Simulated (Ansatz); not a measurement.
`[NH]=[Nb]([F])([F])[F]` + CH₄ → `[CH3][Nb](=[NH])([F])[F]` + H–F  (formal exchange of groups at the Nb–F bond)

Calculated with Ansatz (gas phase, PBE0-D4/def2-TZVP geometries, no zero-point term in ΔE). CCSD(T)/CBS is the MP2 limit (def2-TZVPP, def2-QZVPP) plus CCSD(T) − MP2 in def2-TZVPP, frozen cores. This one scheme is used for every species. DFT in def2-TZVPP. Elements past krypton have def2 core potentials. For Nb outer-core shells are correlated without core-valence functions, which leaves a few kJ/mol of doubt a bond. One conformer a species, not always the lowest.

`[NH]=[Nb]([F])([F])[F]`:

Cartesian coordinates in Å:
```
N 0.117 -0.466 -1.174
Nb -0.042 0.169 0.427
F -1.652 -0.459 1.129
F 1.411 -0.440 1.425
F -0.042 2.030 0.302
H 0.207 -0.835 -2.108
```

CH₄:

```xyz
5

C     0.000    0.000    0.000
H     1.004    0.179    0.382
H    -0.711    0.013    0.826
H    -0.033   -0.972   -0.492
H    -0.260    0.779   -0.716
```

`[CH3][Nb](=[NH])([F])[F]`:

```xyz
9

C    -0.380   -0.353   -1.243
Nb   -0.123    0.553    0.678
N     1.147   -0.403    1.374
F     0.463    2.314    0.429
F    -1.704    0.327    1.655
H     0.548   -0.308   -1.820
H    -1.169    0.176   -1.792
H    -0.661   -1.405   -1.139
H     1.879   -0.902    1.858
```

H–F:

Z-matrix (Å, degrees):
```
F
H 1 0.920
```

```
             level  ΔE (eV)
         revPBE-D4     1.89
        r2SCAN0-D4     1.91
          BHLYP-D4     1.93
      CAM-B3LYP-D4     2.00
         CAM-B3LYP     2.03
      MP2/def2-SVP     2.07
CCSD(T)/def2-TZVPP     1.80
     HF/def2-QZVPP     2.02
```

(1) What does CCSD(T)/CBS give? (Estimate.)

Largest T1 diagnostic among the species: 0.021, so the coupled-cluster value is less sure than usual.

Results:

(1) The calculation gave: +1.76 eV. The listed levels differ from it by 0.13, 0.15, 0.17, 0.24, 0.27, 0.31, 0.04, 0.26 eV.

At CCSD(T), def2-SVP lies +0.28 eV from the extrapolated value and def2-TZVPP +0.04 eV. From BLYP to BHLYP (50 % exact exchange), in def2-TZVPP and without D4, ΔE moves by −0.07 eV. Leaving LDA and LC-ωPBE aside and taking each functional with its dispersion term where it has one, the values, not all of them listed here, spread over 0.20 eV, from HSE06-D4 to B97M-V. LDA lies −0.08 eV from PBE without D4.
